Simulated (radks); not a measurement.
The numbers below are computed, except where a source is named.
Spherical jellium clusters: N electrons in a uniform positive sphere of charge N and radius rs N^(1/3), rs = 4.87 bohr. Level of theory: non-relativistic Kohn-Sham, LDA (Slater exchange, Perdew-Wang correlation), spin-polarised, spherical densities (a radial shooting solver with Libxc functionals). Levels are named by radial order and angular momentum (1s, 1p, 1d, 2s, ...), and open shells are averaged over m.

N = 23, configuration 1s2 1p6 1d10 2s2 1f(up 3, down 0). This is the lowest configuration that the search found. Occupied and some empty levels:

level    occupation  eigenvalue (eV)  <r> (bohr)
1s up             1          -4.0907       8.928
1s down           1          -3.9943       8.656
1p up             3          -3.6519       10.18
1p down           3          -3.5257       10.06
1d up             5          -3.0523       11.06
1d down           5          -2.9114       11.03
2s up             1          -2.5994       8.544
2s down           1          -2.5389       8.693
1f up             3          -2.3220       11.82
1f down           0          -2.1764       11.85
2p up             0          -1.7302       10.39
2p down           0          -1.6643       10.45
1g up             0          -1.4883       12.58
1g down           0          -1.3460       12.66
2d up             0         -0.90474       12.61
2d down           0         -0.83606       12.73

Energy (eV): total -42.4411, kinetic 28.288, external -1238.8, Hartree 615.91, exchange-correlation -71.502, background 623.62.
